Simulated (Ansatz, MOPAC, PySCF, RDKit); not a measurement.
Torsion H4–O1–Se2–Br3 in BrHOSe (SMILES O[Se]Br); at each angle all else is relaxed with GFN2-xTB, and the levels are single points there.
Geometry at 270° (charge 0, multiplicity 1):
```xyz
4

O     -1.081     0.134     0.363
Se     0.333     1.050    -0.220
Br     1.996     0.049     0.998
H     -1.253    -0.651    -0.169
```

```json
[
 {"level": "UFF", "energy at 180° less that at 270° (kJ/mol)": "6.7", "cost": "-"},
 {"level": "PM3", "energy at 180° less that at 270° (kJ/mol)": "21.7", "cost": "-"},
 {"level": "HF/STO-3G", "energy at 180° less that at 270° (kJ/mol)": "16.9", "cost": "-"},
 {"level": "HF/cc-pVDZ", "energy at 180° less that at 270° (kJ/mol)": "32.1", "cost": "-"},
 {"level": "HF/cc-pVQZ", "energy at 180° less that at 270° (kJ/mol)": "30.4", "cost": "-"},
 {"level": "PBE-D3(BJ)/def2-TZVPP", "energy at 180° less that at 270° (kJ/mol)": "36.3", "cost": "×1"},
 {"level": "PBE-D4/def2-TZVPP", "energy at 180° less that at 270° (kJ/mol)": "36.2", "cost": "×1"},
 {"level": "BLYP/def2-TZVPP", "energy at 180° less that at 270° (kJ/mol)": "35.7", "cost": "×1"},
 {"level": "r2SCAN/def2-TZVPP", "energy at 180° less that at 270° (kJ/mol)": "35.0", "cost": "×2"},
 {"level": "B3LYP/6-31G*", "energy at 180° less that at 270° (kJ/mol)": "40.1", "cost": "-"},
 {"level": "B3LYP/LANL2DZ", "energy at 180° less that at 270° (kJ/mol)": "41.0", "cost": "-"},
 {"level": "B3LYP/def2-TZVPP", "energy at 180° less that at 270° (kJ/mol)": "33.8", "cost": "×2"},
 {"level": "B3LYP-D3(BJ)/def2-TZVPP", "energy at 180° less that at 270° (kJ/mol)": "34.1", "cost": "×2"},
 {"level": "PBE0-D3(BJ)/def2-TZVPP", "energy at 180° less that at 270° (kJ/mol)": "34.0", "cost": "×1"},
 {"level": "M06-2X/def2-TZVPP", "energy at 180° less that at 270° (kJ/mol)": "31.8", "cost": "-"},
 {"level": "MP2/6-31G*", "energy at 180° less that at 270° (kJ/mol)": "38.7", "cost": "-"},
 {"level": "MP2/cc-pVTZ", "energy at 180° less that at 270° (kJ/mol)": "33.8", "cost": "-"},
 {"level": "SCS-MP2/cc-pVTZ", "energy at 180° less that at 270° (kJ/mol)": "33.0", "cost": "-"},
 {"level": "CCSD/cc-pVDZ", "energy at 180° less that at 270° (kJ/mol)": "34.8", "cost": "-"},
 {"level": "CCSD(T)/cc-pVDZ", "energy at 180° less that at 270° (kJ/mol)": "35.7", "cost": "×1"}
]
```

The rows run from 6.7 (UFF) to 41.0 kJ/mol (B3LYP/LANL2DZ). In cc-pVDZ the value moves HF 32.1, CCSD 34.8, CCSD(T) 35.7, a shift of 3.7 from HF to CCSD(T). The dispersion term adds 0.2 in B3LYP-D3(BJ). The 4 functionals in def2-TZVPP without D3 or D4 span 3.8, from M06-2X to BLYP.

On the grid 0° to 330°, 180° is the highest and 270° the lowest point at wB97M-V/def2-TZVPP.

Cores are frozen in the correlated methods. Filled d and f shells under p-block atoms count as core. Rows in 6-31G*, LANL2DZ, STO-3G carry no dispersion term and start afresh at each structure (6-31G* with six Cartesian d functions); the Pople sets are all-electron and without relativity. MP2/6-31G* freezes PySCF's default core, which leaves 3d correlated. LANL2DZ brings its own core potentials from Na on. The state that PM3 reach isn't checked.

Run with Ansatz (Gaussian orbitals); MOPAC for PM3 (differences of heats of formation); PySCF for 6-31G* rows, LANL2DZ rows, M06-2X, STO-3G rows, the dispersion terms; RDKit for the force fields. Each number belongs to the level named beside it.

Costs are rough ratios of core time to PBE/def2-TZVPP (about 4 s over the structures, on one shared machine); a dash marks a level with no comparable run of its own.

Ansatz is an electronic-structure program.
